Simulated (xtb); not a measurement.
HfO₂ (SMILES [O]=[Hf]=[O]), singlet, from a rough starting geometry (GFN-xTB shapes and energies of metal compounds can be far from the true ones).

xtb was given this input:
```
$ xtb mol.xyz --gfn 2 --opt vtight --json

# file mol.xyz
3

Hf     0.00852005    -0.00775675     0.04032494
O      1.32071093     0.29358205    -1.11506479
O     -1.37410553    -0.31350997     1.15723882
```

Problem. What does this run give for the HOMO-LUMO gap, total energy at the end of the optimisation?

Solution. 
- HOMO-LUMO gap: 2.48 eV
- total energy at the end of the optimisation: -9.5349 Eh
